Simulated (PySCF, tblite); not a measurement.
A set of runs on `Nc1cc(F)[c]cc1F` [radical]; the geometry of each is named by its level. Settings lines and outputs come from a driver script.

Compound: C₆H₄F₂N (doublet state).
Atom-mapped SMILES: `[NH2:1][c:2]1[cH:3][c:4]([F:5])[c:6][cH:7][c:8]1[F:9]` (hydrogens: H10, H11 on N1; H12 on C3; H13 on C7)

Step 1: GFN2-xTB geometry optimisation, gas phase (tblite 0.8.0) (from a force-field or distance-geometry start)
```json
{"job": {"kind": "relax", "xc": "GFN2-xTB", "basis": "xTB"}, "charge": 0, "multiplicity": 2}
```
```
step      E/eV     max force
  0    -738.68431    3.307
  1    -738.89021    1.033
  2    -738.93802    0.578
...
 34    -739.08730    0.014
 35    -739.08733    0.019
 36    -739.08735    0.015
 37    -739.08737    0.011
 38    -739.08738    0.009
```

Energy lowered by 9.3 kcal/mol over 38 steps; largest atomic force 0.009 eV/Å at the end. «max force» is the largest atomic force in eV/Å.

Step 2: GFN2-xTB harmonic vibrations, gas phase (tblite 0.8.0) (on the GFN2-xTB geometry)
```json
{"job": {"kind": "ir", "xc": "GFN2-xTB", "basis": "xTB"}, "charge": 0, "multiplicity": 2}
```
```
(table of modes left out)
```

33 modes from 133 to 3533 cm⁻¹ (unscaled, harmonic); zero-point energy 52.9 kcal/mol; all wavenumbers are real at this level.

Step 3: UKS B3LYP, pcH-1 on C F H N, non-relativistic, mean-field spin-orbit, GIAO (PySCF 2.14.0) (on the GFN2-xTB geometry)
```json
{"job": {"kind": "epr", "basis": "pcH-1"}, "charge": 0, "multiplicity": 2}
```
```
...
E = -485.41110010 Eh   <S^2> = 0.7578 (exact 0.7500)
g shifts (ppm)      1          2          3
  rmc          -163       -163       -163
  gc             30         11         -5
  oz_so        -719        -66        624
  total        -853       -218        456
hyperfine (MHz)  atom isotope    a_iso     a_fc   dipolar eigenvalues
    0   14N      -0.73      -0.73     -1.23      0.55      0.68
    1   13C      -6.27      -6.27     -6.19      2.49      3.70
    2   13C      34.45      34.45     -5.05     -0.63      5.68
    3   13C     -13.28     -13.28    -16.37     -5.89     22.26
    4   19F      56.65      56.65    -40.00    -13.37     53.37
    5   13C     428.16     428.16    -78.76    -60.66    139.42
    6   13C       8.68       8.68    -12.45     -1.04     13.49
    7   13C      71.14      71.14     -5.28     -1.20      6.48
    8   19F      20.21      20.21    -23.53     -7.39     30.92
    9    1H       0.05       0.05     -1.17     -0.58      1.75
   10    1H      -0.10      -0.10     -1.16     -0.61      1.78
   11    1H      29.03      29.03     -2.58     -2.11      4.68
   12    1H      70.47      70.47     -6.60     -5.55     12.15
```

⟨S²⟩ 0.758; g_iso 2.0021. rmc, gc and oz_so are the mass-correction, gauge-correction and orbital-Zeeman/spin–orbit parts of the g shift along its three principal axes; a_iso is the isotropic hyperfine coupling and a_fc its Fermi-contact part. The log counts atoms from 0, this text from 1.

Task: Which step took the most CPU time, and about what did each take on one thread of an Arm Neoverse V2, shared host?

Result: Step 3, about 99 % of the total. CPU time by step: 1: 0.17 s, 2: 0.28 s, 3: 54 s.

Geometry of the electronic-property runs (GFN2-xTB):
```
atom  x, y, z in Å
N1     1.948    0.367   -0.586
C2     0.660    0.113   -0.185
C3     0.295   -1.107    0.383
C4    -1.032   -1.363    0.712
F5    -1.336   -2.550    1.262
C6    -1.973   -0.406    0.466
C7    -1.676    0.808   -0.078
C8    -0.352    1.057   -0.402
F9    -0.012    2.256   -0.939
H10    2.182    1.327   -0.775
H11    2.679   -0.194   -0.185
H12    1.035   -1.869    0.571
H13   -2.424    1.562   -0.262
```

 (This holds for the electronic-property runs.)

One conformer stands for the species.
